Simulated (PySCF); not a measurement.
# Excitation energy of V+ by level of theory

V+ [Ar] 3d4 (5D) → V+ [Ar] 3d3 4s1 (5F), as a difference of total energies. Computed with PySCF 2.14 in aug-cc-pVDZ (7s6p4d2f, 59 functions), with no relativity, point nucleus. Correlated levels: valence: [Ar] frozen. The calculations carry no spin-orbit coupling.

| method | excitation energy (cm⁻¹) | difference from reference (cm⁻¹) |
| --- | --- | --- |
| UHF | -1693.2 | -4413 |
| LDA | 7163.7 | +4444 |
| PBE | 5907.1 | +3187 |
| MN15 | 10436 | +7716 |
| TPSSh | 5046.1 | +2326 |
| BP86 | 5519.6 | +2800 |
| MP2 (valence) | 2014.9 | -705 |
| SCS-MP2 (valence) | -457.17 | -3177 |

Reference: 2719.9 cm⁻¹ (measured; NIST levels, between the centres of gravity of the two terms).

These non-relativistic numbers lack the scalar-relativistic shift.

Errors of the correlated levels include the incompleteness of this basis and the frozen core.
